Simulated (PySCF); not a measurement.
# The second ionisation energy along the 4p block

All values are computed (PySCF 2.14, energy differences of UHF-based or UKS calculations, no spin-orbit coupling). Values in eV. The last column holds reference values (NIST; (s) semi-empirical, (t) theoretical, else measured). Unmarked ones compare directly (S terms, centres of terms, or small fine structure); those marked * lie between the lowest fine-structure levels and include a spin-orbit shift.

```tsv
element	configurations	UHF	MP2 (valence)	SCS-MP2 (valence)	CCSD (valence)	CCSD(T) (valence)	reference
Ga (Sapporo-DKH3-DZP-2012, spin-free X2C)	[Ar] 3d10 4s2 → [Ar] 3d10 4s1	18.767	19.367	19.486	19.663	19.663	20.515
Se (Sapporo-DKH3-DZP-2012, spin-free X2C)	[Ar] 3d10 4s2 4p3 → [Ar] 3d10 4s2 4p2	20.894	21.280	21.154	21.236	21.241	21.196 ± 0.01 *
Br (Sapporo-DKH3-DZP-2012, spin-free X2C)	[Ar] 3d10 4s2 4p4 → [Ar] 3d10 4s2 4p3	20.235	20.671	20.687	20.695	20.706	21.409
Kr (Sapporo-DKH3-DZP-2012, spin-free X2C)	[Ar] 3d10 4s2 4p5 → [Ar] 3d10 4s2 4p4	23.285	23.883	23.853	23.839	23.847	24.360 *
```

"Valence" correlates the outer s and p shells and, in groups 3 to 12 and the f block, the outer d or f shell, open or full, or the next shell where the ion has no valence electron left; the wider scheme adds the next inner shell.
